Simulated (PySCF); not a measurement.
## Relaxation of singlet HTcO₃

These are results of PBE0/[Tc def2-SVP with ECP28, O def2-SVP, H def2-SVP], scalar-relativistic core potentials, density fitting, no spin–orbit coupling, PySCF, not measurements. A (50,194) grid was used.

A hand-made tetrahedral start, of C3v symmetry, held to at least that symmetry:

```xyz
5
charge 0 multiplicity 1, angstrom
Tc    0.1474    0.0000    0.1042
O    -1.2977   -0.0001    1.1263
O     0.1472    1.4453   -0.9177
O     0.1473   -1.4452   -0.9178
H     1.4540    0.0000    1.0278
```

Optimiser trace:
| step | E − E(last) (kJ/mol) | largest gradient (Eh/bohr) |
| --- | --- | --- |
| 0 | 103.61 | 0.12050 |
| 1 | 4.53 | 0.02287 |
| 2 | 0.51 | 0.00763 |
| 3 | 0.01 | 0.00138 |
| 4 | 0.00 | 0.00018 |

It ends at C3v with Tc–H 1.652 Å, Tc–O 1.662 Å (×3); H–Tc–O 104.8° (×3), O–Tc–O 113.7° (×3). A frequency run shows a minimum. Other isomers or separated fragments may lie lower.

Final geometry:
```xyz
5
charge 0 multiplicity 1, angstrom
Tc    0.1032    0.0000    0.0730
O    -1.1709   -0.0001    1.1403
O     0.2205    1.3917   -0.8280
O     0.2206   -1.3917   -0.8281
H     1.4520    0.0000    1.0264
```
